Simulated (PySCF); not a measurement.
# Telling isomers of C5H3FO2 apart by NMR

Computed data (PySCF): GIAO PBE0/pcSseg-1 shieldings, GFN2-xTB structure. Averaged over atoms made equivalent by symmetry, fast rotation or ring inversion, non-relativistic, single conformer, isolated molecule.

References, each an isolated molecule treated in the same way: 1H and 13C against TMS. Splittings of carbon signals by F and P are missing where no couplings were computed. Where no couplings were computed, multiplicities follow the n + 1 count of equivalent neighbours, and m marks all less simple cases (inequivalent or close neighbours, rings, F or P nearby). Acid and N–H amide carbonyl carbons lie up to 10 ppm further downfield in solution (hydrogen bonding). Shifts are as computed. Against solution values, carbons near 30 ppm lie about +3 ppm off and those near 130 ppm about +5 ppm. Of 1211 compounds with measured shifts, 218 miss one by over three times the rms of a fit or turn the order of signals round; such compounds aren't used in these exercises. OH and NH positions are gas-phase values without hydrogen bonding to other molecules.

(1) Tabulate the signals of `O=C(F)c1ccco1`, `O=Cc1ccc(F)o1`, `C=C(F)C#CC(=O)O`, `O=C(F)c1ccoc1` and their relative energies.

(2) What is the quickest way to tell O=Cc1ccc(F)o1 from C=C(F)C#CC(=O)O?

(3) What is the quickest way to tell C=C(F)C#CC(=O)O from O=C(F)c1ccoc1?

(4) What is the quickest way to tell O=C(F)c1ccco1 from O=C(F)c1ccoc1?

Results:

(1) 
```json
{"SMILES": "O=C(F)c1ccco1", "carbon types": "2×C 3×CH", "δC": "155.8, 155.6, 146.0, 133.2, 119.4", "δH": "7.90 (m, 1H), 7.73 (m, 1H), 6.87 (m, 1H)", "E rel. (kcal/mol)": "1.1"}
{"SMILES": "O=Cc1ccc(F)o1", "carbon types": "2×C 3×CH", "δC": "180.2, 169.8, 149.9, 126.4, 94.9", "δH": "9.76 (s, 1H), 7.66 (m, 1H), 6.07 (m, 1H)", "E rel. (kcal/mol)": "19.5"}
{"SMILES": "C=C(F)C#CC(=O)O", "carbon types": "4×C 1×CH2", "δC": "157.7, 156.5, 119.8, 90.9, 85.9", "δH": "6.43 (br s, 1H), 5.85 (m, 1H), 5.78 (m, 1H)", "E rel. (kcal/mol)": "48.4"}
{"SMILES": "O=C(F)c1ccoc1", "carbon types": "2×C 3×CH", "δC": "160.6, 156.8, 149.0, 122.1, 120.6", "δH": "8.18 (m, 1H), 7.60 (m, 1H), 7.25 (m, 1H)", "E rel. (kcal/mol)": "0.0"}
```

Energies are electronic energies at PBE0/pcSseg-1 on these geometries, without zero-point or thermal terms, each for the one conformer computed, which needn't be the lowest.

(2) Both give the same number of carbon signals, but DEPT or the intensities differ. The first has an aldehyde carbonyl carbon (CH) at 180.2 ppm, the second a terminal =CH2 carbon at 119.8 ppm. Their most deshielded carbons lie at 180.2 and 157.7 ppm. In the proton spectra the most deshielded non-exchanging signals are 9.76 (s, 1H) and 5.85 (m, 1H).

(3) Both give the same number of carbon signals, but DEPT or the intensities differ. The first has a terminal =CH2 carbon at 119.8 ppm, the second an aromatic CH next to the ring oxygen at 156.8 ppm. Their most deshielded carbons lie at 157.7 and 160.6 ppm. In the proton spectra the most deshielded non-exchanging signals are 5.85 (m, 1H) and 8.18 (m, 1H).

(4) Both give the same number of carbon signals, with the same numbers of each carbon type, so the positions decide. The first has a substituted aromatic carbon next to the ring oxygen (C) at 146.0 ppm, the second a substituted aromatic carbon (C) at 122.1 ppm. Their most deshielded carbons lie at 155.8 and 160.6 ppm.
